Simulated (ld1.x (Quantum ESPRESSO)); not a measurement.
Reading a pseudo-wave (iridium (Ir))

Columns: radius, all-electron u(r) and pseudo u(r) of the 6p shell (level -22.47 eV) of iridium in the configuration [Kr] 4d10 4f14 5s2 5p6 5d6 6s0 6p0; BP86, scalar-relativistic, PAW scheme, ld1.x (Quantum ESPRESSO) 7.5.

```tsv
r (bohr)	all-electron	pseudo
0.115	-0.1290	-0.0523
0.230	0.0382	-0.1968
0.345	0.2185	-0.4000
0.460	0.1115	-0.6152
0.575	-0.0950	-0.7942
0.690	-0.2623	-0.8985
0.805	-0.3463	-0.9076
0.920	-0.3505	-0.8223
1.035	-0.2947	-0.6617
1.150	-0.2002	-0.4567
1.265	-0.0851	-0.2407
1.380	0.0371	-0.0406
1.495	0.1572	0.1281
1.610	0.2692	0.2626
1.725	0.3694	0.3691
1.840	0.4561	0.4561
1.955	0.5284	0.5284
2.070	0.5864	0.5864
2.185	0.6309	0.6309
2.300	0.6627	0.6627
2.415	0.6831	0.6831
2.530	0.6931	0.6931
2.645	0.6944	0.6944
2.760	0.6881	0.6881
2.875	0.6754	0.6754
2.990	0.6575	0.6575
```

Question: How many radial nodes do the two functions have?

Answer: The all-electron 6p function has n − l − 1 = 4 (the table is too coarse to show those close to the nucleus); the pseudo-wave has 1, since 1 lower shell of the same l stays in the valence.

Question: At about which radius was the pseudo-wave matched?

Answer: 1.90 bohr. The columns agree to 0.0005 from 1.73 bohr on; several derivatives are matched, so the curves merge somewhat inside the radius.

Question: Is the pseudo-wave norm-conserving?

Answer: No, it belongs to a PAW set: the norm inside the radius is not constrained, and the difference is carried by the augmentation charge.
